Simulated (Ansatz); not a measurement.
`CB1C=C1` and `FB1C=C1` differ in one atom or group.

Ansatz, PBE0-D4/def2-TZVP geometries, multiplicity 1. 

```json
{"property": "ideal-gas entropy at 298 K and 1 bar (rigid rotor, harmonic PBE0-D4/def2-TZVP) / J/(mol·K)", "`CB1C=C1`": "297"}
{"property": "LUMO energy (ωB97M-V/def2-TZVPP) / eV", "`CB1C=C1`": "2.11"}
{"property": "vertical ionisation energy (CCSD(T)/CBS(def2)) / eV", "`CB1C=C1`": "10.17"}
{"property": "size of the dipole moment (ωB97M-V/def2-TZVPP) / D", "`CB1C=C1`": "0.52"}
{"property": "HOMO–LUMO gap (B3LYP/def2-TZVPP) / eV", "`CB1C=C1`": "7.04"}
{"property": "zero-point energy (PBE0-D4/def2-TZVP) / kJ/mol", "`CB1C=C1`": "185.0"}
```

**Question.** Give the same properties after the change, and the shifts. (Estimate.)

**Answer.** Ansatz gave: 
| property | `FB1C=C1` | shift |
| --- | --- | --- |
| ideal-gas entropy at 298 K and 1 bar (rigid rotor, harmonic PBE0-D4/def2-TZVP) / J/(mol·K) | 261 | -36 |
| LUMO energy (ωB97M-V/def2-TZVPP) / eV | 1.70 | -0.41 |
| vertical ionisation energy (CCSD(T)/CBS(def2)) / eV | 10.83 | 0.66 |
| size of the dipole moment (ωB97M-V/def2-TZVPP) / D | 1.96 | 1.44 |
| HOMO–LUMO gap (B3LYP/def2-TZVPP) / eV | 7.03 | -0.01 |
| zero-point energy (PBE0-D4/def2-TZVP) / kJ/mol | 96.5 | -88.5 |

The zero-point energy changes by -88.5 kJ/mol with -9 modes. Dipoles are sizes alone; their direction can turn. Modes under 60 cm⁻¹, often nearly free rotors, make the harmonic entropy too high.

B3LYP here is the variant with VWN-RPA as its local correlation; programs differ in this.
